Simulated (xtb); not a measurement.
CHCl2 (SMILES Cl[CH-]Cl), charge -1, singlet, from a rough starting geometry; GFN2-xTB (xtb).

xtb was given this input:
```
$ xtb mol.xyz --gfn 2 --chrg -1 --opt vtight --json

# file mol.xyz
4

C     -0.21949296     0.00678358     0.38975678
Cl    -0.20059260     1.48418718    -0.63526328
Cl    -0.19877321    -1.43376016    -0.65770805
H      0.71064841    -0.01647860     0.96656197
```

**Question.** Predict the main parts of the log of this xtb run.

**Answer.** 
```
   ID    Z sym.   atoms
    1    6 C      1
    2   17 Cl     2, 3
    3    1 H      4

           -------------------------------------------------
          |                Calculation Setup                |
           -------------------------------------------------

           -------------------------------------------------
          |                 G F N 2 - x T B                 |
           -------------------------------------------------

          ...................................................
          :                      SETUP                      :
          :.................................................:
          :  # basis functions                  25          :
          :  # atomic orbitals                  23          :
          :  # shells                            9          :
          :  # electrons                        20          :
          :  max. iterations                   250          :
          :  Hamiltonian                  GFN2-xTB          :
          :  restarted?                      false          :
          :  GBSA solvation                  false          :
          :  PC potential                    false          :
          :  electronic temp.          300.0000000     K    :
          :  accuracy                    1.0000000          :
          :  -> integral cutoff          0.2500000E+02      :
          :  -> integral neglect         0.1000000E-07      :
          :  -> SCF convergence          0.1000000E-05 Eh   :
          :  -> wf. convergence          0.1000000E-03 e    :
          :  Broyden damping             0.4000000          :
          :  net charge                         -1          :
          :  unpaired electrons                  0          :
          ...................................................

 iter      E             dE          RMSdq      gap      omega  full diag
   1    -11.8987678 -0.118988E+02  0.813E+00    4.13       0.0  T
   2    -11.9355683 -0.368005E-01  0.389E+00    4.80       1.0  T
   3    -11.9361514 -0.583057E-03  0.181E+00    4.71       1.0  T
   4    -11.9366723 -0.520980E-03  0.430E-01    4.75       1.0  T
   5    -11.9364902  0.182092E-03  0.370E-01    4.65       1.0  T
   6    -11.9367485 -0.258217E-03  0.259E-01    4.72       1.0  T
   7    -11.9369085 -0.159996E-03  0.375E-02    4.69       1.3  T
   8    -11.9369088 -0.384236E-06  0.305E-02    4.69       1.6  T
   9    -11.9369108 -0.196649E-05  0.937E-03    4.69       5.3  T
  10    -11.9369109 -0.478870E-07  0.878E-03    4.69       5.7  T
  11    -11.9369110 -0.130205E-06  0.478E-03    4.69      10.5  T
  12    -11.9369110 -0.507716E-07  0.171E-03    4.69      29.3  T
  13    -11.9369110 -0.670895E-08  0.555E-04    4.69      90.1  T
  14    -11.9369110  0.137589E-09  0.540E-04    4.69      92.5  T

   *** convergence criteria satisfied after 14 iterations ***

         :::::::::::::::::::::::::::::::::::::::::::::::::::::
         ::                     SUMMARY                     ::
         :::::::::::::::::::::::::::::::::::::::::::::::::::::
         :: total energy             -11.913745799206 Eh    ::
         :: gradient norm              0.040118571310 Eh/a0 ::
         :: HOMO-LUMO gap              4.687224127547 eV    ::
         ::.................................................::
         :: SCC energy               -11.936910974208 Eh    ::
         :: -> isotropic ES            0.124156160854 Eh    ::
         :: -> anisotropic ES         -0.011646481049 Eh    ::
         :: -> anisotropic XC         -0.004683200170 Eh    ::
         :: -> dispersion             -0.002568770078 Eh    ::
         :: repulsion energy           0.023165175002 Eh    ::
         :: add. restraining           0.000000000000 Eh    ::
         :: total charge              -1.000000000000 e     ::
         :::::::::::::::::::::::::::::::::::::::::::::::::::::

      -----------------------------------------------------------
[...]
 * total energy  :   -11.9137458 Eh     change       -0.6357777E-09 Eh
 * total energy  :   -11.9158895 Eh     change       -0.2143741E-02 Eh
 * total energy  :   -11.9175854 Eh     change       -0.1695824E-02 Eh
 * total energy  :   -11.9177710 Eh     change       -0.1856125E-03 Eh
 * total energy  :   -11.9178264 Eh     change       -0.5537682E-04 Eh
 * total energy  :   -11.9178305 Eh     change       -0.4097676E-05 Eh
 * total energy  :   -11.9178319 Eh     change       -0.1415127E-05 Eh
 * total energy  :   -11.9178323 Eh     change       -0.3919211E-06 Eh
 * total energy  :   -11.9178324 Eh     change       -0.1877105E-06 Eh
 * total energy  :   -11.9178325 Eh     change       -0.1860497E-07 Eh
   *** GEOMETRY OPTIMIZATION CONVERGED AFTER 10 ITERATIONS ***
         :: total energy             -11.917832465030 Eh    ::
[...]

    * Orbital Energies and Occupations

         #    Occupation            Energy/Eh            Energy/eV
      -------------------------------------------------------------
         1        2.0000           -0.8644025             -23.5216
         2        2.0000           -0.8622584             -23.4632
         3        2.0000           -0.3678665             -10.0102
         4        2.0000           -0.2818271              -7.6689
         5        2.0000           -0.2799434              -7.6176
         6        2.0000           -0.2488631              -6.7719
         7        2.0000           -0.2293274              -6.2403
         8        2.0000           -0.2191596              -5.9636
         9        2.0000           -0.2188732              -5.9558
        10        2.0000           -0.1462488              -3.9796 (HOMO)
        11                          0.0346580               0.9431 (LUMO)
        12                          0.0621099               1.6901
        13                          0.2265397               6.1645
        14                          0.2303487               6.2681
        15                          0.2306374               6.2760
        16                          0.2308411               6.2815
        17                          0.2324674               6.3258
        18                          0.2331788               6.3451
        19                          0.2345105               6.3814
        20                          0.2392084               6.5092
        21                          0.3167784               8.6200
       ...                                ...                  ...
        23                          0.3796397              10.3305
      -------------------------------------------------------------
                  HL-Gap            0.1809068 Eh            4.9227 eV
             Fermi-level           -0.0557954 Eh           -1.5183 eV

     #   Z          covCN         q      C6AA      α(0)
     1   6 C        2.683    -0.105    30.618     9.055
     2  17 Cl       1.002    -0.417   112.794    16.248
     3  17 Cl       1.002    -0.417   112.793    16.248
     4   1 H        0.920    -0.062     4.389     3.276

 Mol. C6AA /au·bohr⁶  :        833.105770
 Mol. C8AA /au·bohr⁸  :      30351.118750
 Mol. α(0) /au        :         44.827909

Wiberg/Mayer (AO) data.
largest (>0.10) Wiberg bond orders for each atom

 ---------------------------------------------------------------------------
     #   Z sym  total        # sym  WBO       # sym  WBO       # sym  WBO
 ---------------------------------------------------------------------------
     1   6 C    2.711 --     4 H    0.990     3 Cl   0.861     2 Cl   0.861
     2  17 Cl   0.889 --     1 C    0.861
     3  17 Cl   0.889 --     1 C    0.861
     4   1 H    0.996 --     1 C    0.990
 ---------------------------------------------------------------------------

Topologies differ in total number of bonds
Writing topology from bond orders to xtbtopo.mol

molecular dipole:
                 x           y           z       tot (Debye)
 q only:        0.244      -0.031       0.832
   full:        0.687      -0.030       0.733       2.555
molecular quadrupole (traceless):
                xx          xy          yy          xz          yz          zz
 q only:        3.720      -0.005      -5.500      -0.648      -0.064       1.780
  q+dip:        5.811      -0.017      -7.837       0.553      -0.102       2.026
   full:        4.703      -0.013      -6.958       0.606      -0.094       2.255

optimized geometry written to: xtbopt.xyz

           -------------------------------------------------
          | TOTAL ENERGY              -11.917832465030 Eh   |
          | GRADIENT NORM               0.000023486542 Eh/α |
          | HOMO-LUMO GAP               4.922725537956 eV   |
           -------------------------------------------------

normal termination of xtb
```
